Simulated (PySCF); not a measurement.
**Rhenium: a sound run and one with changed settings**

Sound run: Re²⁺ [Xe] 4f14 5d5, Re³⁺ [Xe] 4f14 5d4. Calculation: PySCF 2.14, in def2-TZVP with the def2 core potential (60 electrons); a scalar-relativistic core potential. The sound run starts from symmetry-adapted Hartree-Fock orbitals and uses a fine grid where one is needed.

Changed run: 6 angular points. This setting is unsound on purpose.

```json
{"species": "Re²⁺", "method": "UHF", "sound run (hartree)": "-76.74183", "changed run (hartree)": "-76.74183", "converged": "yes"}
{"species": "Re²⁺", "method": "M06-2X", "sound run (hartree)": "-77.15406", "changed run (hartree)": "-77.33124", "converged": "yes"}
{"species": "Re²⁺", "method": "PBE", "sound run (hartree)": "-77.30243", "changed run (hartree)": "-79.02353", "converged": "yes"}
{"species": "Re³⁺", "method": "UHF", "sound run (hartree)": "-75.74046", "changed run (hartree)": "-75.74046", "converged": "yes"}
{"species": "Re³⁺", "method": "M06-2X", "sound run (hartree)": "-76.12042", "changed run (hartree)": "-75.90994", "converged": "yes"}
{"species": "Re³⁺", "method": "PBE", "sound run (hartree)": "-76.26060", "changed run (hartree)": "-76.54547", "converged": "yes"}
```

Ionisation energy of Re²⁺:

```csv
method,sound run (eV),changed run (eV)
UHF,27.249,27.249
M06-2X,28.127,38.676
```

A coarse angular grid integrates products of high-l functions wrongly, so density functionals can shift, and the SCF can exploit the error; Hartree-Fock and MP2 need no grid.

For comparison, NIST gives 27 ± 1.6 eV between the lowest levels.
